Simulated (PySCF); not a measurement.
O4Pt, SMILES [O]=[Pt+2](=[O])(=[O])=[O], charge +2, multiplicity 1.

Geometry: B3LYP-D3(BJ)/def2-SVP. The multiplicity is an assumed one; other spin states were not compared. The def2 effective core potentials stand for the cores of Pt; spin–orbit coupling is left out.

The numbers are results of B3LYP-D3(BJ)/def2-SVP in PySCF 2.14.0, not measurements.

Frequencies are harmonic and unscaled.

Modes within 1.5 cm⁻¹ of each other (mostly degenerate sets) share a row, with their intensities summed.

Computed harmonic wavenumbers and intensities:
```json
[
 {"mode": "1–2", "ν (cm⁻¹)": "300", "IR (km/mol)": "0.0", "Raman (Å⁴/amu)": "15.2", "depolarisation": "0.75", "moving atoms (share of kinetic energy)": "O 100 %"},
 {"mode": "3–5", "ν (cm⁻¹)": "305", "IR (km/mol)": "0.1", "Raman (Å⁴/amu)": "6.4", "depolarisation": "0.75", "moving atoms (share of kinetic energy)": "O 85 %, Pt 15 %"},
 {"mode": "6", "ν (cm⁻¹)": "878", "IR (km/mol)": "0.0", "Raman (Å⁴/amu)": "30.7", "depolarisation": "0.00", "moving atoms (share of kinetic energy)": "O 100 %"},
 {"mode": "7–9", "ν (cm⁻¹)": "897", "IR (km/mol)": "0.1", "Raman (Å⁴/amu)": "30.5", "depolarisation": "0.75", "moving atoms (share of kinetic energy)": "O 91 %, Pt 9 %"}
]
```
